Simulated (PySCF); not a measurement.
**`C=C[P@H+](C)c1cccnc1`, [C$_{8}$H$_{11}$NP]+, charge +1**

Cartesian coordinates in Å; atom numbers follow the order of the lines, from 1:
```xyz
21

C    -2.8410    1.5487    0.0581
C    -2.0158    0.7125    0.6734
P    -1.0368   -0.5174   -0.1888
C    -1.4176   -2.1707    0.4220
C     0.7150   -0.1317   -0.0559
C     1.1824    1.0762   -0.5835
C     2.5270    1.3727   -0.4623
C     3.3480    0.4534    0.1859
N     2.9023   -0.6861    0.6829
C     1.6276   -0.9832    0.5721
H    -3.4076    2.2825    0.6079
H    -2.9913    1.5325   -1.0101
H    -1.8670    0.7317    1.7471
H    -1.3966   -0.4469   -1.5209
H    -0.8244   -2.9168   -0.1074
H    -1.2017   -2.2226    1.4909
H    -2.4779   -2.3725    0.2652
H     0.5023    1.7589   -1.0758
H     2.9311    2.2912   -0.8568
H     4.4059    0.6361    0.3123
H     1.3271   -1.9315    0.9977
```

Total charge +1.

Computed, not measured: GIAO PBE0/pcSseg-1 magnetisability, rotational g tensor and spin-rotation constants, non-relativistic, gas phase (PySCF 2.14.0). Geometry: GFN2-xTB.

For an ion the centre-of-mass motion in the field is neglected.

(1) Give the nuclear spin-rotation constants along the inertial axes (H = +C I·J) beside the isotropic shieldings.

Results:

(1) Rotational constants 2.1640, 0.7535, 0.5979 GHz. A star marks the isotopologue with that one atom substituted, in its own axes.
| atom | isotope | Caa (kHz) | Cbb (kHz) | Ccc (kHz) | mean (kHz) | σ (ppm) |
| --- | --- | --- | --- | --- | --- | --- |
| P3 | 31P | 3.361 | 1.133 | 0.935 | 1.810 | 332.2 |
| N9 | 14N | 0.635 | 0.189 | 0.012 | 0.279 | -103.7 |
| H11 | 1H | -0.145 | -0.038 | -0.017 | -0.067 | 24.3 |
| H12 | 1H | -0.251 | -0.085 | 0.046 | -0.097 | 24.5 |
| H13 | 1H | -0.265 | -0.092 | 0.044 | -0.104 | 25.4 |
| H14 | 1H | -0.230 | -0.083 | 0.021 | -0.098 | 25.1 |
| H15 | 1H | -0.203 | -0.047 | -0.051 | -0.100 | 29.1 |
| H16 | 1H | -0.266 | -0.074 | -0.011 | -0.117 | 29.0 |
| H17 | 1H | -0.009 | -0.082 | -0.078 | -0.056 | 29.2 |
| H18 | 1H | -0.077 | 0.003 | -0.060 | -0.045 | 23.6 |
| H19 | 1H | -0.178 | 0.050 | -0.065 | -0.065 | 23.6 |
| H20 | 1H | 0.255 | -0.085 | -0.057 | 0.038 | 21.9 |
| H21 | 1H | -0.177 | 0.055 | -0.059 | -0.060 | 22.5 |
| C1 | 13C* | 0.514 | 0.211 | 0.309 | 0.345 | 30.3 |
| C2 | 13C* | 0.454 | 0.184 | 0.263 | 0.300 | 62.5 |
| C4 | 13C* | 0.244 | 0.090 | 0.069 | 0.134 | 182.1 |
| C5 | 13C* | 0.978 | 0.200 | 0.079 | 0.419 | 73.7 |
| C6 | 13C* | 0.915 | 0.337 | 0.078 | 0.444 | 39.9 |
| C7 | 13C* | 0.766 | 0.340 | 0.074 | 0.393 | 55.3 |
| C8 | 13C* | 1.121 | 0.302 | 0.099 | 0.507 | 20.7 |
| C10 | 13C* | 0.879 | 0.351 | 0.099 | 0.443 | 31.7 |

For the geometry as given, no vibrational averaging.
